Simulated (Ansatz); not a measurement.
Relaxation of AgPH3Cl⁺, that is Ag(PH3)Cl with one electron fewer with UKS PBE0-D4/def2-TZVP.

```sh
$ ansatz run in.yaml --threads 4 --pin off --events-out ev --progress --plain --max-ram 3916MiB
```

```yaml
crystal:
  periodic: [false, false, false]
  atoms:
    - {symbol: Ag, position_ang: [-0.003046, 0.001753, -1.503897]}
    - {symbol: P, position_ang: [-0.001587, -0.000159, 0.808649]}
    - {symbol: H, position_ang: [-1.209318, -0.230129, 1.495784]}
    - {symbol: H, position_ang: [0.406877, 1.160939, 1.493227]}
    - {symbol: H, position_ang: [0.803536, -0.934095, 1.489245]}
    - {symbol: Cl, position_ang: [0.003528, 0.001690, -3.783019]}
basis:
  gaussian: {orbitals: def2-TZVP}
total_charge: 1
magnetization: {spin_polarized: true, initial_magnetization: 1}
hamiltonian: {xc: pbe0, dispersion: d4}
scf: {lower_state_search: "off"}
output: {orbitals: {seedname: orbitals}}
relax: {f_tol: 0.02, max_steps: 100}
```

It took 51 s on 4 threads of Arm Neoverse V2 on a shared host.

Positions (Å) and forces (eV/Å) at steps 1, 2, 3, 4, 5, 7, 8, 9, 10, 11, 12 of 12:

```xyz
6
step=1 energy=-25845.4647 eV
Ag   -0.003    0.002   -1.504    0.005    0.001    0.012
P    -0.002    0.000    0.809   -0.024    0.010    1.288
H    -1.209   -0.230    1.496   -0.072   -0.019   -0.201
H     0.407    1.161    1.493    0.034    0.072   -0.200
H     0.804   -0.934    1.489    0.057   -0.062   -0.198
Cl    0.004    0.002   -3.783    0.001   -0.001   -0.702
6
step=2 energy=-25845.5323 eV
Ag   -0.001    0.002   -1.500    0.001   -0.001    0.095
P    -0.004    0.001    0.866    0.006   -0.004    0.270
H    -1.243   -0.238    1.493    0.091    0.020   -0.024
H     0.419    1.192    1.489   -0.035   -0.088   -0.024
H     0.825   -0.959    1.481   -0.063    0.072   -0.027
Cl    0.004    0.001   -3.829    0.000    0.000   -0.291
6
step=3 energy=-25845.5417 eV
Ag   -0.001    0.002   -1.512   -0.001   -0.001    0.076
P    -0.004    0.001    0.879    0.006   -0.001    0.028
H    -1.238   -0.236    1.509    0.023    0.004   -0.012
H     0.417    1.188    1.505   -0.009   -0.024   -0.012
H     0.822   -0.956    1.496   -0.019    0.021   -0.011
Cl    0.004    0.001   -3.877    0.000    0.001   -0.070
6
step=4 energy=-25845.5421 eV
Ag    0.001   -0.002   -1.506    0.004   -0.004   -0.015
P    -0.002    0.000    0.882   -0.005    0.007   -0.082
H    -1.235   -0.235    1.506   -0.054   -0.011    0.031
H     0.415    1.186    1.504    0.019    0.051    0.030
H     0.820   -0.953    1.501    0.038   -0.044    0.030
Cl    0.001    0.004   -3.887   -0.001    0.002    0.006
6
step=5 energy=-25845.5423 eV
Ag    0.012   -0.014   -1.506    0.007   -0.011   -0.016
P    -0.004    0.002    0.882    0.005    0.002   -0.069
H    -1.237   -0.234    1.507   -0.050   -0.007    0.023
H     0.415    1.187    1.505    0.013    0.046    0.023
H     0.818   -0.951    1.500    0.030   -0.037    0.029
Cl   -0.004    0.010   -3.888   -0.006    0.007    0.010
6
step=7 energy=-25845.5480 eV
Ag    0.071   -0.091   -1.506    0.028   -0.034   -0.028
P     0.000   -0.002    0.879   -0.007    0.006   -0.013
H    -1.246   -0.226    1.486   -0.011    0.002   -0.002
H     0.409    1.199    1.483    0.001    0.012   -0.002
H     0.812   -0.944    1.533    0.006   -0.005    0.013
Cl   -0.046    0.063   -3.874   -0.016    0.020    0.032
6
step=8 energy=-25845.5549 eV
Ag    0.193   -0.244   -1.497   -0.047    0.055   -0.094
P     0.006   -0.012    0.871    0.104   -0.084   -0.168
H    -1.261   -0.208    1.432   -0.110   -0.013    0.040
H     0.396    1.216    1.419    0.020    0.087    0.031
H     0.797   -0.923    1.588    0.015   -0.022    0.078
Cl   -0.131    0.171   -3.812    0.018   -0.023    0.113
6
step=9 energy=-25845.5583 eV
Ag    0.186   -0.236   -1.504   -0.003    0.003   -0.027
P     0.020   -0.027    0.870    0.037   -0.022   -0.044
H    -1.262   -0.210    1.412   -0.019    0.003    0.017
H     0.398    1.217    1.401   -0.005    0.008    0.012
H     0.796   -0.922    1.629   -0.016    0.015   -0.016
Cl   -0.138    0.179   -3.808    0.005   -0.007    0.058
6
step=10 energy=-25845.5588 eV
Ag    0.204   -0.259   -1.505   -0.006    0.007   -0.003
P     0.022   -0.030    0.864    0.008   -0.003    0.012
H    -1.263   -0.207    1.402    0.004   -0.003   -0.005
H     0.395    1.219    1.389    0.001   -0.008   -0.006
H     0.793   -0.919    1.635   -0.011    0.012   -0.013
Cl   -0.151    0.195   -3.786    0.004   -0.005    0.016
6
step=11 energy=-25845.5554 eV rejected
Ag    0.218   -0.267   -1.491    0.018   -0.039   -0.037
P     0.025   -0.040    0.864    0.082   -0.006   -0.185
H    -1.264   -0.209    1.376   -0.158   -0.003    0.102
H     0.397    1.218    1.349    0.010    0.103    0.100
H     0.787   -0.913    1.651    0.055   -0.063    0.063
Cl   -0.164    0.212   -3.750   -0.006    0.008   -0.043
6
step=12 energy=-25845.5589 eV
Ag    0.199   -0.252   -1.504    0.001   -0.002    0.004
P     0.021   -0.028    0.864   -0.002    0.004    0.003
H    -1.263   -0.208    1.404    0.000   -0.002   -0.002
H     0.396    1.218    1.393    0.001    0.000   -0.002
H     0.793   -0.920    1.628    0.001   -0.002    0.001
Cl   -0.147    0.189   -3.786   -0.001    0.001   -0.005
```

In the def2 sets Ag takes a core potential; there is no spin–orbit coupling. The relaxation made no stability test and no search for a lower SCF solution. No other spin state of charge 1 was run.
